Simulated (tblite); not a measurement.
Species: C8H10 (charge +1 and doublet state).
SMILES with atom numbers: `[CH+:1]=[C:2][C@H:3]1[CH2:4]/[C:5]1=[CH:6]\[CH2:7][CH3:8]` (hydrogens: H9 on C1; H10 on C3; H11, H12 on C4; H13 on C6; H14, H15 on C7; H16, H17, H18 on C8)

Computed geometry: GFN2-xTB, gas phase. This method treats the open shell by occupation alone, without spin polarisation.

**Question.** What internal coordinates does the optimisation give?

**Answer.** 
| bond | length (Å) | order |
| --- | --- | --- |
| C1=C2 | 1.210 | double |
| C2–C3 | 1.405 | single |
| C3–C4 | 1.523 | single |
| C4–C5 | 1.441 | single |
| C5=C6 | 1.311 | double |
| C6–C7 | 1.500 | single |
| C7–C8 | 1.529 | single |
| C3–C5 | 1.533 | single |
| C1–H9 | 1.053 | single |
| C3–H10 | 1.084 | single |
| C4–H11 | 1.083 | single |
| C4–H12 | 1.084 | single |
| C6–H13 | 1.084 | single |
| C7–H14 | 1.089 | single |
| C7–H15 | 1.091 | single |
| C8–H16, C8–H17, C8–H18 | 1.088 | single |

Bonds in one row agree within 0.01 Å and their mean is given. Orders are formal, as drawn. A selection of angles:
| angle | degrees |
| --- | --- |
| C1–C2–C3 | 179.1 |
| C2–C3–C4 | 121.5 |
| C2–C3–C5 | 114.0 |
| C4–C3–C5 | 56.3 |
| C3–C4–C5 | 62.2 |
| C4–C5–C6 | 156.7 |
| C3–C5–C4 | 61.5 |
| C3–C5–C6 | 141.6 |
| C5–C6–C7 | 123.3 |
| C6–C7–C8 | 107.2 |

Dihedral angles: C2–C3–C4–C5 99° (anticlinal); C3–C4–C5–C6 -174° (antiperiplanar); C4–C5–C6–C7 -23° (synperiplanar); C5–C6–C7–C8 116° (anticlinal); C2–C3–C5–C4 -113° (anticlinal).

C5 (carbon bonded to 3 C) has angles 156.7°, 141.6° and 61.5°. The 3-membered ring C3–C4–C5 has internal angles of 56.3° to 62.2°. C6 (carbon bonded to 2 C and H) is planar (angles 123.3°, 121.4° and 115.2°, sum 360.0°, 0.01 Å off the plane of its three neighbours). The C–C distances run from 1.210 Å (C1=C2, drawn double in a drawing that doesn't fit all lengths) to 1.533 Å (C3–C5, drawn single in a drawing that doesn't fit all lengths), a spread of 0.323 Å.

Point group: C1 (no symmetry element, even within 0.4 Å). Its GFN2-xTB frequencies are all real (lowest 44 cm⁻¹).

One conformer stands for the species.
